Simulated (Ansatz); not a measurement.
Reaction (cleavage of the Si–Si bond): `O[SiH](S)[SiH2][SiH3]` + `O[Si]F` → `F[Si]O[SiH3]` + `O[SiH]([SiH3])S`

Calculated with Ansatz (gas phase, PBE0-D4/def2-TZVP geometries, no zero-point term in ΔE). CCSD(T)/CBS adds triple-zeta CCSD(T) − MP2 to the extrapolated MP2 energy (def2 sets, frozen cores). This one scheme is used for every species. Functionals use def2-TZVPP. B3LYP here is the variant with VWN-RPA as its local correlation; programs differ in this. One conformer a species, not always the lowest.

CCSD(T)/CBS gives -88.3 kJ/mol.

**Question.** Another level gave -93.6 kJ/mol. Which?
A. BLYP/def2-TZVPP
B. B3LYP/def2-TZVPP
C. PBE-D4/def2-TZVPP
D. HF/def2-TZVPP

**Answer.** B. B3LYP -93.6, BLYP -89.4, PBE-D4 -62.7, HF/def2-TZVPP -120.2 kJ/mol.

**Question.** What do rigid-rotor, harmonic-oscillator terms from PBE0-D4/def2-TZVP frequencies (298.15 K, 1 bar) make of the CCSD(T)/CBS value? (An estimate is asked.)

**Answer.** Ansatz gave: ΔZPE = -3.2 kJ/mol, ΔH = -91.9 kJ/mol, ΔS = 8 J/(mol·K), ΔG = -94.4 kJ/mol. Modes under 50 cm⁻¹ make the entropy rough.

Largest T1 diagnostic among the species: 0.015.

From BLYP to BHLYP (50 % exact exchange), in def2-TZVPP and without D4, ΔE moves by −14.8 kJ/mol. Leaving LDA and LC-ωPBE aside and taking each functional with its dispersion term where it has one, the values, not all of them listed here, spread over 37.1 kJ/mol, from BHLYP-D4 to PBE-D4. In def2-TZVPP, CCSD(T) changes the Hartree–Fock value by +31.2 kJ/mol (the triples alone add +4.4 kJ/mol) and MP2 by +25.9 kJ/mol.
